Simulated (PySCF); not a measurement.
The scaffold SiH2Cl-X carries different groups X. Isolated molecules, 0 K electronic values unless said otherwise. One relaxed conformer stands for each flexible species; it need not be the lowest. Strings in code marks are SMILES.

The numbers are results of PBE0-D4/def2-TZVP (PySCF), not measurements. All candidates: neutral, multiplicity 1. 

```yaml
HOMO: -8.15 eV
HOMO–LUMO gap: 7.71 eV
LUMO: -0.44 eV
```

Q: Say which member has these values.
A. `Cl[SiH2]Br`
B. `Cl[SiH2][GeH3]`
C. `C[S@@](=O)[SiH2]Cl` (O–S–Si–Cl torsion 174°)
D. `N#CC[SiH2]Cl`

A: B, `Cl[SiH2][GeH3]`. The others give `C[S@@](=O)[SiH2]Cl` (O–S–Si–Cl torsion 174°): -6.78 eV, 6.10 eV, -0.69 eV; `N#CC[SiH2]Cl`: -9.04 eV, 8.71 eV, -0.33 eV; `Cl[SiH2]Br`: -8.70 eV, 8.38 eV, -0.32 eV
